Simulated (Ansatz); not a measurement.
Reaction (ligand exchange at a B–S bond): `BSBC` + `CCN[SiH2]Cl` → `BN(CC)[SiH2]Cl` + `CBS`

Program: Ansatz. Geometries: PBE0-D4/def2-TZVP. ΔE: electronic, gas phase. CBS: MP2 limit from def2 TZ/QZ plus the TZ coupled-cluster correction, frozen cores. Functionals use def2-TZVPP. B3LYP here is the variant with VWN-RPA as its local correlation; programs differ in this. One conformer a species, not always the lowest.

`BSBC`:

Z-matrix (Å, degrees):
```
C
B 1 1.552
H 1 1.097 2 109.5
H 1 1.097 2 109.0 3 -114.1
H 1 1.091 2 115.5 3 123.3
S 2 1.815 1 120.6 3 -124.7
H 2 1.195 1 122.0 3 55.5
B 6 1.789 2 103.7 1 -179.7
H 8 1.191 6 120.3 2 -0.0
H 8 1.192 6 117.2 2 179.9
```

`CCN[SiH2]Cl`:

Cartesian coordinates in Å:
```
C 1.494 0.785 -0.499
C 0.259 0.052 -0.994
N -0.905 0.219 -0.141
Si -1.374 -0.873 1.069
Cl -0.141 -0.928 2.739
H 1.308 1.861 -0.436
H 2.336 0.631 -1.180
H 1.782 0.435 0.494
H 0.469 -1.020 -1.065
H 0.013 0.380 -2.010
H -1.206 1.179 -0.055
H -2.712 -0.475 1.558
H -1.325 -2.245 0.519
```

`BN(CC)[SiH2]Cl`:

Z-matrix (Å, degrees):
```
C
N 1 1.469
C 1 1.516 2 112.3
H 1 1.092 2 108.0 3 121.7
H 1 1.095 2 109.2 3 -122.7
B 2 1.400 1 121.2 3 -91.6
Si 2 1.734 1 117.6 3 89.6
H 3 1.092 1 111.3 2 -59.5
H 3 1.092 1 110.5 2 -179.5
H 3 1.092 1 110.4 2 60.6
H 6 1.197 2 119.3 1 179.6
H 6 1.199 2 119.2 1 -0.4
Cl 7 2.058 2 110.1 1 69.2
H 7 1.481 2 110.2 1 -46.8
H 7 1.474 2 109.5 1 -171.3
```

`CBS`:

Z-matrix (Å, degrees):
```
C
B 1 1.558
H 1 1.096 2 109.5
H 1 1.096 2 109.6 3 115.0
H 1 1.092 2 115.2 3 -122.5
S 2 1.782 1 119.7 3 122.5
H 2 1.195 1 121.8 3 -57.5
H 6 1.343 2 98.9 1 -180.0
```

```csv
level,ΔE (kJ/mol),difference from CCSD(T)/CBS
PBE-D4,-63.2,2.0
r2SCAN-D4,-63.6,1.6
PBE0-D4,-62.2,3.0
B3LYP-D4,-66.9,-1.7
ωB97X-V,-64.2,1.0
ωB97M-V,-67.5,-2.3
B2PLYP,-64.5,0.7
PBE,-60.1,5.1
r2SCAN,-62.7,2.5
PBE0,-59.5,5.7
B3LYP,-62.1,3.1
HF/def2-TZVPP,-56.9,8.3
MP2/def2-TZVPP,-67.6,-2.4
SCS-MP2/def2-TZVPP,-67.3,-2.1
CCSD/def2-TZVPP,-67.7,-2.5
CCSD(T)/def2-TZVPP,-69.0,-3.8
HF/def2-QZVPP,-57.0,8.2
MP2/def2-QZVPP,-65.4,-0.2
SCS-MP2/def2-QZVPP,-65.0,0.2
HF/CBS(def2),-57.0,8.2
MP2/CBS(def2),-63.7,1.5
CCSD/CBS(def2),-63.9,1.3
CCSD(T)/CBS,-65.2,0
```

Largest T1 diagnostic among the species: 0.013.

The D4 term adds −4.8 kJ/mol with B3LYP and −2.7 kJ/mol with PBE0; it sums over pairs of atoms, weighted by their polarisabilities, and B3LYP, whose exchange is more repulsive, gets the larger term. In def2-TZVPP, CCSD(T) changes the Hartree–Fock value by −12.0 kJ/mol (the triples alone add −1.3 kJ/mol) and MP2 by −10.6 kJ/mol.
